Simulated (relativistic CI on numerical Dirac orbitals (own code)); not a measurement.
Hyperfine structure of Pd5+, mass number 105

Calculated at this level of theory: Dirac-Coulomb-Breit CI, KLI orbitals optimised for each configuration, model QED, valence Slater integrals scaled by 0.85, P86 correlation energy added to each configuration (own radial code, finite nucleus).

Configurations in the expansion (outside the closed core [Ar] 3d10): 4s2 4p6 4d5, 4s2 4p6 4d4 5s, 4s2 4p6 4d4 4f, 4s2 4p6 4d4 5p, 4s2 4p5 4d6, 4s2 4p6 4d4 6s, 4s2 4p6 4d4 6p, 4s2 4p6 4d3 5s 5p, 4s 4p6 4d6, 4s2 4p6 4d4 5f, 4s2 4p6 4d3 5s2, 4s2 4p6 4d2 4f 5s2, 4s2 4p6 4d2 5s2 5p, 4s2 4p6 4d2 5s2 6s, 4s2 4p6 4d2 5s2 6p, 4p6 4d7, 4p5 4d8. Double excitations out of closed p, d and f shells are left out; levels of such configurations are missing from the list, as are those of other unlisted configurations, and high levels can miss mixing partners.

Nuclear spin I = 5/2, μ = -0.642 μN, Q = 0.66 b (tables of Stone and Pyykkö). The electronic factors are computed for point nuclear moments, without core polarisation or the Bohr-Weisskopf and QED corrections.

```tsv
Level	E (cm⁻¹)	A (MHz)	B (MHz)
4s2 4p6 4d5 4G_5/2	26919.8	-262.7	192
4s2 4p6 4d5 4G_7/2	27568.8	-210.7	183
4s2 4p6 4d5 4G_11/2	27753.8	-208.8	-8.23
4s2 4p6 4d5 4G_9/2	27922.8	-198.3	147
4s2 4p6 4d5 4P_5/2	29336.4	-110	563
4s2 4p6 4d5 4P_3/2	30154.8	-179	425
4s2 4p6 4d5 4P_1/2	31288.0	63.44	
4s2 4p6 4d5 4D_7/2	33446.0	-131.7	233
```

Levels with J = 0, under 50 % of one LS term, or S terms without an open s electron are left out. Small factors come from cancelling terms and can be off by tens of per cent or more.

At this charge configurations can still be misplaced by up to about 7 % of their energy.

Question: Give the hyperfine levels of 4s2 4p6 4d5 4G_5/2 relative to its centre of gravity.

Answer: With K = F(F + 1) − I(I + 1) − J(J + 1), E = AK/2 + B[¾K(K + 1) − I(I + 1)J(J + 1)]/[2I(2I − 1)J(2J − 1)]: F = 0: 2433, F = 1: 2124, F = 2: 1524, F = 3: 666.9, F = 4: -395.5, F = 5: -1594 MHz.

LS names give the leading component of a level, which can be under half, so a name can repeat, a term be missing and a line seem to break the LS rules.
